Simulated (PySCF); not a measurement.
## SmI2 at several levels of theory

Computed with PySCF 2.14.0 (density fitting, no spin-orbit coupling) at the geometry relaxed with PBE0:

```xyz
3
SmI2 (singlet in the valence; each metal's 4f electrons, 6 of them, lie in its core potential, out of spins and levels)
Sm    0.0000    0.0000   -0.2005
I     3.0068    0.0000    0.1794
I    -3.0068    0.0000    0.1794
```

```
 level                                               basis    state  HOMO (eV)  gap (eV)  charge on Sm1 (e)  population of f-type functions on Sm1 (polarisation alone where 4f lies in the core)  dipole about the centre of mass (D)  largest force component (eV/Å)
  PBE0    Sm lcecp-0-SVP with ECP52, I def2-SVP with ECP28  singlet          –         –               0.82                                                                                  0.01                                 2.13                            0.01
r2SCAN                                            the same  singlet          –         –               0.82                                                                                  0.01                                 2.15                            0.05
  PBE0  Sm lcecp-0-TZVP with ECP52, I def2-TZVP with ECP28  singlet          –         –               1.14                                                                                  0.02                                 2.10                            0.03
```

In the lcecp rows the 4f levels are missing from HOMO and gap, and the state counts the valence alone.

Charges are Mulliken's, which hang on the basis. The relaxation used the grid (50, 194), these runs (75, 302) or, all-electron (x2c bases, spin-free X2C Hamiltonian), (99, 590).

Problem. What does HF with Sm lcecp-0-SVP with ECP52, I def2-SVP with ECP28 give here?

Solution. state singlet, charge on Sm1 (e) 1.05, population of f-type functions on Sm1 (polarisation alone where 4f lies in the core) 0.01, dipole about the centre of mass (D) 2.35, largest force component (eV/Å) 0.47. Time: 4.4 s on 2 threads of Intel(R) Xeon(R) Platinum 8259CL CPU @ 2.50GHz (Skylake/Cascade Lake), with other jobs on the host, from an already converged density.

An lcecp potential fixes the number of 4f electrons, so in runs with it no electron can move into or out of that shell.
